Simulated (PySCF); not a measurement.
Job file and geometry (Å, from GFN2-xTB) of an NMR shielding run on `CS[SiH2]C(=C)C=O`, C₄H₈OSSi, PySCF 2.14.0, density-fitted response routines, GIAO PBE0/pcSseg-1 NMR shielding, non-relativistic, gas phase; density fitting, a coarse starting grid and PySCF grid level 2 are the driver's defaults:

```
$ OMP_NUM_THREADS=1 python probes_run.py task.json out

{"job": {"kind": "nmr", "xc": "PBE0", "basis": "pcSseg-1"}, "charge": 0, "multiplicity": 1}
C      1.053513    -0.840835    -2.137924
C      0.858508    -0.315665    -0.927929
C      1.538776     0.918602    -0.546684
O      1.348083     1.480017     0.505406
Si    -0.325270    -1.006608     0.386484
S     -2.124917     0.158779     0.471052
C     -1.658408     1.486984     1.629471
H      0.560820    -1.746847    -2.447889
H      1.707005    -0.377183    -2.863434
H      2.257167     1.322329    -1.286524
H     -0.777432    -2.319778    -0.049954
H      0.305700    -0.999167     1.698000
H     -1.541395     1.066688     2.623336
H     -0.735267     1.953726     1.302814
H     -2.471298     2.205326     1.621863
```

Q: Write the output of this run.

A: 
```
coarse grid: 13640 points
cycle   1  E = -919.3823405054  dE =  7.776e-01  |g| = 7.473e-01  |ddm| = 3.554e+00
cycle   2  E = -919.0028969289  dE =  3.794e-01  |g| = 1.559e+00  |ddm| = 2.663e+00
cycle   3  E = -919.4934139985  dE = -4.905e-01  |g| = 1.618e-01  |ddm| = 2.152e+00
cycle   4  E = -919.4992719942  dE = -5.858e-03  |g| = 6.285e-02  |ddm| = 2.278e-01
cycle   5  E = -919.5002291528  dE = -9.572e-04  |g| = 1.552e-02  |ddm| = 7.673e-02
cycle   6  E = -919.5002787664  dE = -4.961e-05  |g| = 7.555e-03  |ddm| = 1.838e-02
cycle   7  E = -919.5002927868  dE = -1.402e-05  |g| = 1.746e-03  |ddm| = 7.610e-03
cycle   8  E = -919.5002934235  dE = -6.367e-07  |g| = 5.479e-04  |ddm| = 2.329e-03
final grid: 122688 points
cycle   9  E = -919.5538599863  dE = -1.386e-05  |g| = 1.158e-02  |ddm| = 2.644e-02
cycle  10  E = -919.5537890136  dE =  7.097e-05  |g| = 2.212e-02  |ddm| = 2.763e-02
cycle  11  E = -919.5538868712  dE = -9.786e-05  |g| = 2.538e-03  |ddm| = 2.031e-02
cycle  12  E = -919.5538882244  dE = -1.353e-06  |g| = 2.691e-04  |ddm| = 2.468e-03
cycle  13  E = -919.5538882428  dE = -1.844e-08  |g| = 9.455e-05  |ddm| = 4.045e-04
cycle  14  E = -919.5538882448  dE = -2.032e-09  |g| = 3.652e-05  |ddm| = 1.094e-04
cycle  15  E = -919.5538882452  dE = -3.379e-10  |g| = 1.323e-05  |ddm| = 4.474e-05
converged SCF energy = -919.5538882452

GIAO shielding tensors (ppm)
atom      isotropic    diamagn.    paramagn.     s11        s22        s33       span
  0 C       32.012     252.822    -220.809    -96.694     26.052    166.679    263.373
  1 C       27.681     267.510    -239.829    -74.313      9.051    148.305    222.618
  2 C      -17.461     245.765    -263.226   -101.038    -33.241     81.894    182.932
  3 O     -351.330     402.008    -753.339   -985.412   -407.364    338.784   1324.197
  4 Si     377.589     881.320    -503.731    334.164    388.002    410.602     76.438
  5 S      693.743    1059.079    -365.336    625.341    639.579    816.310    190.969
  6 C      169.357     251.069     -81.712    156.425    161.387    190.259     33.834
  7 H       24.557      30.876      -6.319     19.882     24.368     29.423      9.541
  8 H       24.852      30.113      -5.261     20.821     25.360     28.373      7.552
  9 H       21.812      28.671      -6.859     20.597     21.239     23.598      3.001
 10 H       27.092      30.375      -3.284     22.852     25.712     32.711      9.859
 11 H       26.585      30.263      -3.677     24.028     24.667     31.061      7.033
 12 H       29.440      29.845      -0.405     23.874     27.304     37.141     13.267
 13 H       28.715      31.290      -2.574     21.767     28.348     36.031     14.264
 14 H       29.772      29.044       0.729     24.038     26.943     38.336     14.298
```

Q: Turn these shieldings into chemical shifts. Referencing at the same level of theory: TMS for 13C (σ = 186.93 ppm), 29Si (σ = 349.16 ppm), 1H (σ = 31.72 ppm); H2O for 17O (σ = 336.08 ppm); 33S (σ = 503.73 ppm) vs CS2.

A: Averaging equivalent atoms: C 2: 204.4; C 1: 159.2; C 0: 154.9; C 6: 17.6; O 3: 687.4; Si 4: -28.4; S 5: -190; H 9: 9.91; H 7: 7.16; H 8: 6.87; H 10/11: 4.88; H 12/13/14: 2.41 ppm. Unscaled 17O shifts of doubly bonded oxygen tend to come out too high, by tens of ppm or more. Experimental scales use liquid or dissolved standards, which lie at an offset from isolated H2O (liquid H2O: subtract about 36 ppm).

Size and cost of the density-fitted run: 173 basis functions, 28 s wall time on 1 thread of an Intel Xeon Platinum 8488C, shared host; peak memory 0.75 GiB.
